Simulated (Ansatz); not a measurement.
`C[BH][InH2]` + H–F → `[F][InH2]` + `BC` at 400 K and 1 bar (cleavage of the In–B bond).

Calculated with Ansatz (gas phase, PBE0-D4/def2-TZVP geometries, no zero-point term in ΔE). CCSD(T)/CBS is the MP2 limit (def2-TZVPP, def2-QZVPP) plus CCSD(T) − MP2 in def2-TZVPP, frozen cores. This one scheme is used for every species. def2 core potentials past Kr. For In outer-core shells are correlated without core-valence functions, which leaves a few kJ/mol of doubt a bond.

| species | CCSD(T)/CBS energy (Eh) | H − E (kJ/mol) | S (J/(mol·K)) |
| --- | --- | --- | --- |
| `C[BH][InH2]` | -256.21482 | 185.2 | 360.2 |
| H–F | -100.39570 | 36.5 | 182.2 |
| `[F][InH2]` | -290.81142 | 53.0 | 281.4 |
| `BC` | -65.83255 | 164.9 | 265.6 |

H − E and S are ideal-gas, rigid-rotor, harmonic terms from PBE0-D4/def2-TZVP, for one conformer and one mirror image of each species. 1 Eh = 2625.50 kJ/mol, R = 8.31446 J/(mol·K).

Q: By hand: ΔE, ΔH, ΔS and ΔG.

A: ΔE = (-290.81142) + (-65.83255) − (-256.21482) − (-100.39570) = -0.03345 Eh = -87.8 kJ/mol. Δ(H − E) = 53.0 + 164.9 − 185.2 − 36.5 = -3.8, so ΔH = -91.6 kJ/mol. ΔS = 281.4 + 265.6 − 360.2 − 182.2 = 4.6 J/(mol·K). ΔG = -91.6 − 400 × (4.6)/1000 = -93.4 kJ/mol.

Q: By hand: the equilibrium constant, and the temperature at which ΔG would vanish if ΔH and ΔS stayed fixed.

A: log₁₀ K = −ΔG/(RT ln 10) = 12.2. ΔH and −TΔS have one sign here, so there is no such temperature.

The number of gas molecules stays the same, so ΔS is small and ΔH decides. A doubt of 5 kJ/mol in ΔE shifts log₁₀ K by 0.7 here. Other conformers and mirror images would add mixing entropy, several J/(mol·K) or more a flexible species. These are equilibria of isolated gas molecules and say nothing of rates. Largest T1 diagnostic: 0.016 (customary marks: 0.02 for closed shells, 0.045 for open ones).

ΔS is within the doubt of such terms, so its sign, and with it that verdict, could turn.
